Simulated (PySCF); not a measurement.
**Electron correlation in Al⁺ (aluminium, charge +1)**

[Ne] 3s2, closed-shell 1S. All numbers are calculated (PySCF 2.14, no relativity, point nucleus, in def2-SVP (4s3p1d, 18 functions)). Frozen: [Ne]; 2 electrons correlated.

Total MP2 correlation energy: -25.45 mhartree.

Same-spin part 0.00 and opposite-spin part -25.45 mhartree; SCS-MP2 scales them by 1/3 and 6/5 to -30.54 mhartree.

With two correlated electrons CCSD is exact within the correlated space (frozen core and kept virtual orbitals).

```json
{"level": "CCSD", "correlation energy (mhartree)": "-38.17"}
```

Diagnostics: T1 = 0.0091, D1 = 0.0129, largest double amplitude 0.118.

Cost of the coupled-cluster step: 0.07 s of wall time on 1 thread of Neoverse-N1 (shared host), for 2 correlated electrons.
